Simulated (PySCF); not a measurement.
# Worked example for 4-fluoroaniline: proton affinity at atom N1

Structure: `Nc1ccc(F)cc1` (C6H6FN). Atom numbers as in the mapped SMILES `[NH2:1][c:2]1[cH:3][cH:4][c:5]([F:6])[cH:7][cH:8]1`. These are map numbers, not IUPAC locants.

These are calculated values, ωB97X-D3(BJ)/def2-TZVP in PySCF (grid level 2) at geometries from PBE0-D3(BJ)/def2-SVP. ωB97X-D3(BJ) is ωB97X-V with D3(BJ) in place of VV10. Thermal corrections: PBE0-D3(BJ)/def2-SVP frequencies, unscaled, ideal gas at 298.15 K and 1 bar, quasi-RRHO entropy.

Step: `[NH3+]c1ccc(F)cc1` → `Nc1ccc(F)cc1` + H⁺.

| species | charge | multiplicity | E / Eh |
| --- | --- | --- | --- |
| `[NH3+]c1ccc(F)cc1` | 1 | 1 | -387.471570 |
| `Nc1ccc(F)cc1` | 0 | 1 | -387.123740 |

Thermal terms, products less reactant: Δ(H − E) = -32.03 kJ/mol, Δ(G − E) = -61.58 kJ/mol (the bare proton has no electronic energy, H = 5/2 RT). 1 Eh = 2625.50 kJ/mol.

Task: What are ΔE, ΔH and ΔG of this step?

Result: ΔE = 0.347830 Eh = 913.23 kJ/mol; ΔH = 881.2 kJ/mol; ΔG = 851.6 kJ/mol, all in the gas phase at 298.15 K and 1 bar. The digits show the arithmetic; the method itself can be off by 10 kJ/mol or more.
